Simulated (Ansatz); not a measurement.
Program: Ansatz. Geometries: PBE0-D4/def2-TZVP. ΔE: electronic, gas phase. CBS: MP2 limit from def2 TZ/QZ plus the TZ coupled-cluster correction, frozen cores. This one scheme is used for every species. DFT in def2-TZVPP. B3LYP here is the variant with VWN-RPA as its local correlation; programs differ in this. For Ge, Se outer-core shells are correlated without core-valence functions, which leaves a few kJ/mol of doubt a bond. Scalar relativity is left out up to krypton. Each species was taken in one conformer, which may not be the lowest.

`[CH3][GeH]([Cl])[SeH]` + H₂ → `[Cl][GeH2][SeH]` + CH₄  (hydrogenolysis of a Ge–C bond)

```tsv
level	ΔE (kJ/mol)	difference from CCSD(T)/CBS
LDA (SPW92)	-19.0	-2.9
PBE-D4	-17.7	-1.6
BLYP-D4	-18.8	-2.7
PBE0	-26.4	-10.3
B3LYP	-32.1	-16.0
r2SCANh	-21.5	-5.4
LC-ωPBE	-26.8	-10.7
HF/def2-SVP	-49.9	-33.8
CCSD/def2-SVP	-35.1	-19.0
CCSD(T)/def2-SVP	-31.6	-15.5
HF/def2-TZVPP	-43.8	-27.7
SCS-MP2/def2-TZVPP	-17.2	-1.1
CCSD(T)/def2-TZVPP	-17.4	-1.3
HF/def2-QZVPP	-44.5	-28.4
MP2/CBS(def2)	-8.7	7.4
CCSD/CBS(def2)	-21.0	-4.9
CCSD(T)/CBS	-16.1	0
```

Largest T1 diagnostic among the species: 0.009.

At CCSD(T), def2-SVP lies −15.5 kJ/mol from the extrapolated value and def2-TZVPP −1.3 kJ/mol. In def2-TZVPP, CCSD(T) changes the Hartree–Fock value by +26.4 kJ/mol (the triples alone add +4.8 kJ/mol) and MP2 by +33.9 kJ/mol. The D4 term adds +9.9 kJ/mol with B3LYP and +5.6 kJ/mol with PBE0; it sums over pairs of atoms, weighted by their polarisabilities, and B3LYP, whose exchange is more repulsive, gets the larger term.
